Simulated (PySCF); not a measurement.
Ta(NEt)(OH)3, C₂H₈NO₃Ta (singlet state).
Structure used (PBE0-D3(BJ)/def2-SVP), in Å, numbered top down from 1:
```
atom  x, y, z in Å
Ta1   -0.1905   -0.3629   -1.5742
N2    -0.1896   -0.3695    0.1971
C3    -0.1096   -0.3258    1.6152
C4     0.5303    0.9580    2.1264
H5    -1.1203   -0.4324    2.0549
H6     0.4716   -1.1935    1.9814
H7     0.5844    0.9605    3.2264
H8     1.5493    1.0683    1.7260
H9    -0.0540    1.8358    1.8097
O10    1.6333   -0.0224   -2.1093
H11    1.9873    0.0443   -3.0008
O12   -1.3610    1.0119   -2.2155
H13   -1.8940    1.6905   -1.7955
O14   -0.8099   -2.0594   -2.2147
H15   -1.0601   -2.8796   -1.7833
```

Level of theory: PySCF 2.14.0, PBE0-D3(BJ)/def2-SVP geometry optimisation, gas phase, def2 core potentials past Kr.

(1) Which atoms are bound to Ta1, and at what distances?

(2) List the angles at Ta1.

(3) What is the shape at Ta1?

(4) What are the other bond lengths?

(5) Give some angles away from the centre.

(6) What are the rotational constants (commonest isotopes, rigid rotor)?

Results:

(1) 4 atoms: N2 1.771 Å, O12 1.916 Å, O14 1.916 Å, O10 1.931 Å. The nearest atom not counted as bound is H11, at 2.64 Å.

(2) 
| angle | degrees | distance of the outer atoms (Å) |
| --- | --- | --- |
| O10–Ta1–O14 | 111.6 | 3.18 |
| O10–Ta1–O12 | 111.0 | 3.17 |
| N2–Ta1–O12 | 109.7 | 3.02 |
| N2–Ta1–O14 | 109.3 | 3.01 |
| O12–Ta1–O14 | 109.0 | 3.12 |
| N2–Ta1–O10 | 106.1 | 2.96 |

(3) Tetrahedral: angles from 106.1° to 111.6°; τ4 = (360° − α − β)/141° = 0.97 with α and β the two widest (0 for a square, 1 for a tetrahedron). The Ta–O distances aren't all alike: 1.916 to 1.931 Å.

(4) N2–C3 1.421 Å; C3–C4 1.523 Å; C3–H5, C3–H6 1.107 Å; C4–H7, C4–H8, C4–H9 1.101 Å; O10–H11, O12–H13, O14–H15 0.960 Å.

(5) Ta1–N2–C3 176.2°, N2–C3–C4 112.6°.

(6) A = 2574, B = 1005, C = 981.5 MHz: a near-prolate asymmetric top.

Point group: C1 (no symmetry element, even within 0.4 Å). Charge 0, singlet. No PBE0-D3(BJ)/def2-SVP frequencies stand behind this structure, so it isn't proved a minimum.

Hardware: one thread, Arm Neoverse N1 (aarch64), no GPU, shared host. Cost: 4.4 min, 0.62 GiB resident at most. This is the geometry optimisation.
